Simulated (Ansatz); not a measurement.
Geometry optimisation, RKS revPBE-D4/6-31G* in Ansatz.

Input file:

```yaml
crystal:
  periodic: [false, false, false]
  atoms:
    - { symbol: Al, position_ang: [-0.019148, -0.389472, -0.110534] }
    - { symbol: F, position_ang: [0.074246, -0.498011, 1.569079] }
    - { symbol: O, position_ang: [1.395285, -0.428199, -1.087544] }
    - { symbol: H, position_ang: [2.251367, -0.52703, -0.632964] }
    - { symbol: O, position_ang: [-1.534155, -0.331868, -0.921586] }
    - { symbol: H, position_ang: [-2.337981, -0.338673, -0.371345] }
    - { symbol: H, position_ang: [0.037537, 2.183339, 0.891289] }
    - { symbol: H, position_ang: [0.068848, 1.614315, 1.318405] }
basis:
  gaussian: { orbitals: "6-31G*" }
hamiltonian:
  xc: revpbe
  dispersion: d4
relax:
  f_tol: 0.03
  max_steps: 50
```

Command:

```bash
$ ansatz run input.yaml --threads 1 --pin off --max-ram 2048MiB --backend cpu --events-out ev --progress --plain --runs-dir out
```

Q: Where does it end, and by what steps?

A: It converged. After 5 steps the energy has fallen by 0.066 eV; H8 moved furthest, 0.24 Å.

| step | energy less start (eV) | largest force component (eV/Å) | accepted |
| --- | --- | --- | --- |
| 0 | 0.0000 | 1.282 | yes |
| 1 | -0.0597 | 0.296 | yes |
| 2 | -0.0633 | 0.281 | yes |
| 3 | -0.0648 | 0.219 | yes |
| 4 | -0.0647 | 0.185 | no |
| 5 | -0.0658 | 0.009 | yes |

```xyz
8
Properties=species:S:1:pos:R:3
Al -0.030 -0.483 -0.131
F 0.055 -0.686 1.533
O 1.392 -0.449 -1.099
H 2.247 -0.548 -0.643
O -1.543 -0.363 -0.940
H -2.348 -0.406 -0.394
H 0.068 2.386 0.913
H 0.093 1.831 1.415
```

Whether the end is a true minimum wasn't checked by a vibrational analysis.

Time of the run: 15 s on 1 thread of Arm Neoverse V1, on a shared host, peak memory 0.14 GiB.
